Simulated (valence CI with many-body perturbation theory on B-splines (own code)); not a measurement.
## Valence orbitals of Pm11+

Level of theory: valence CI with perturbative core correlation (CI+MBPT): four valence electrons over a frozen Dirac-Fock core [Kr] 4d10, a basis of 7 s, 7 p, 7 d, 7 f, 4 g, 2 h functions for each j, with the one-electron correlation potential Σ1 (screened to all orders), the two-electron term Σ2, the three-electron term Σ3, Breit, model QED; selected single and double excitations, second order for the rest, scaled by the run's own slope (own B-spline code, finite nucleus).

No measured levels were compared; by estimate terms of the open shell hold to a few per cent of their energy, and close levels can change places; configurations with another count of f electrons can be misplaced by thousands of cm⁻¹.

These are the spectroscopic orbitals of the CI (the correlating ones are not listed), shaped by the core and the other valence electrons. h is the expectation value of the core's Dirac-Fock operator, without the valence repulsion; Σ1 is computed up to l = 3 at one energy for each symmetry, that of its lowest orbital but kept below the first core excitation, so for empty shells it is not the orbital's own correlation shift; Breit and QED include the response of the core.

```tsv
Orbital	h (hartree)	Σ1 (cm⁻¹)	Breit (cm⁻¹)	QED (cm⁻¹)	⟨r⟩ (bohr)
5s1/2	-9.8185	-17027	827	773	1.246
6s1/2	-5.7352	-5035	366	335	2.152
7s1/2	-3.7677	-2195	181	167	3.334
5p1/2	-8.9349	-15983	1332	-20.2	1.305
6p1/2	-5.2958	-4560	533	-8.3	2.298
7p1/2	-3.5327	-2135	284	-4.5	3.514
5p3/2	-8.677	-14845	758	53.2	1.347
6p3/2	-5.1789	-4361	308	21.1	2.353
7p3/2	-3.4693	-2067	177	11.3	3.581
5d3/2	-7.2204	-11541	327	-43.3	1.532
6d3/2	-4.4843	-4105	156	-20.1	2.624
7d3/2	-3.0785	-2071	88.2	-11.3	3.952
5d5/2	-7.1715	-11213	153	-22.3	1.544
6d5/2	-4.461	-4017	74.0	-10.4	2.639
7d5/2	-3.0654	-2032	43.0	-5.8	3.970
4f5/2	-9.7759	-24557	-461	-128	0.7734
5f5/2	-5.5113	-6788	-71.4	-31.1	1.867
4f7/2	-9.7509	-24151	-791	-106	0.7775
5f7/2	-5.5023	-6755	-155	-24.7	1.870
5g7/2	-4.4345		-11.2	-0.8	2.167
5g9/2	-4.4347		-15.0	-0.3	2.167
```

Among the shells of the start configuration 4f2 5s2, Σ1 is largest in size for 4f5/2, where it is 1.1 % of h.

Lowest root of each symmetry, sizes in configuration state functions:

```tsv
J	Parity	Roots	Reference	Variational	Second order	Change by selected CI (cm⁻¹)	Change by second order (cm⁻¹)
0	even	4	49	11135	147345	-9515	-15
1	even	4	109	26002	391566	-9476	-32
2	even	8	176	31998	675402	-8916	-38
3	even	6	180	32000	703517	-8909	-66
4	even	7	183	31981	771393	-8720	-48
5	even	3	138	30885	562927	-8766	-36
6	even	3	100	26657	490201	-8822	-26
0	odd	7	27	16721	125814	-8192	-14
1	odd	18	78	31997	377293	-6060	-21
2	odd	30	112	31991	685534	-6012	-65
3	odd	32	123	31996	823504	-5969	-97
4	odd	34	116	31995	912613	-5194	-100
5	odd	26	96	31995	706642	-5237	-76
6	odd	20	69	31998	585943	-5265	-51
7	odd	12	44	31990	456512	-5302	-17
8	odd	6	25	23233	282312	-5324	-9
9	odd	1	12	8382	163733	-7124	-27
```
